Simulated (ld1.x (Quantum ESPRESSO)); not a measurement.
# Before and after: ultrasoft potential for Te (Z = 52)

```
Element                 : tellurium (Te)
Generator               : ld1.x (Quantum ESPRESSO) 7.5
Type                    : ultrasoft
Functional              : PBE
Relativity              : fully relativistic
Frozen core             : [Kr] 4d10
Valence charge          : 6
Reference configuration : 5s2 5p3.75 (charge +0.25)
Partial waves           : 5s (bound): rcut 1.40, rcutus 1.70 bohr; 5s channel at -0.55 Ry: rcut 1.40, rcutus 1.70 bohr; 5p (bound): rcut 1.40, rcutus 1.85 bohr; 5p channel at 4.75 Ry: rcut 1.40, rcutus 1.85 bohr
Local potential         : all-electron potential smoothed inside 1.50 bohr (lloc = -1)
Core correction         : none
Augmentation charge     : built from norm-conserving waves at rcut, not smoothed further
```

Open shells are filled in proportion to 2j + 1 (rel_dist='average').

All-electron outer shells of the reference configuration (PBE, scalar-relativistic, ld1.x):

| shell | level (eV) | outermost node (bohr) | outermost maximum (bohr) |
| --- | --- | --- | --- |
| 4d | -43.77 | 0.36 | 0.81 |
| 5s | -17.08 | 0.91 | 1.80 |
| 5p | -7.79 | 1.00 | 2.17 |

Change: local potential all-electron potential smoothed inside 1.75 bohr (lloc = -1).

Cutoffs: the cutoffs (Ry, on a coarse ladder) from which the occupation-weighted sum of valence levels, in a spherical-Bessel basis at the reference potential, stays within 10 and 1 mRy of its value at 400 Ry; they do not see the model core or the augmentation charge, which bear on the density cutoff. Errors are all-electron minus pseudo energies relative to the spin-unpolarised reference configuration.

Q: How do hardness, ghosts and transferability respond?

A: The potential gets neither clearly harder nor softer (15 Ry and 30 Ry → 15 Ry and 30 Ry); both files keep a bound ghost (d, s); the errors of the 7 common tests hardly move; the range in which the p3/2 phases agree widens (upper end 3.3 → at the end of the scan).

| quantity | base | changed |
| --- | --- | --- |
| cutoff, loose | 15 Ry | 15 Ry |
| cutoff, tight | 30 Ry | 30 Ry |
| loose cutoff by channel (10 mRy a level) | s 12 Ry, p 8 Ry | s 15 Ry, p 8 Ry |
| bound ghosts | s, d | s, d |
| error for 5s2 5p4, meV [ΔE -1.72 eV] | -0.2 | -0.2 |
| error for 5s2 5p3, meV [ΔE 8.03 eV] | -2.3 | -2.4 |
| error for 5s2 5p2, meV [ΔE 25.98 eV] | -19 | -20 |
| error for 5s0 5p6, meV [ΔE 16.91 eV] | +79 | +78 |
| error for 5s2 5p1, meV [ΔE 52.91 eV] | -55 | -56 |
| error for 5s2 5p4.3, meV [ΔE -3.19 eV] | -0.5 | -0.5 |
| error for 5s1 5p5, meV [ΔE 7.50 eV] | +19 | +19 |
| s: phases at 2.00 bohr within 0.05 rad from the reference energy up to (Ry; the scan ends near 5) | to the end of the scan | to the end of the scan |
| p1/2: phases at 2.00 bohr within 0.05 rad from the reference energy up to (Ry; the scan ends near 5) | to the end of the scan | to the end of the scan |
| p3/2: phases at 2.00 bohr within 0.05 rad from the reference energy up to (Ry; the scan ends near 5) | 3.3 | to the end of the scan |
| lowest overlap eigenvalue by channel | s 0.59, p1/2 0.59, p3/2 0.66 | s 0.59, p1/2 0.60, p3/2 0.66 |

 A true bound ghost makes a file unfit for plane-wave use even where its test errors are small: the radial tests pick states by their node count and pass the ghost by.
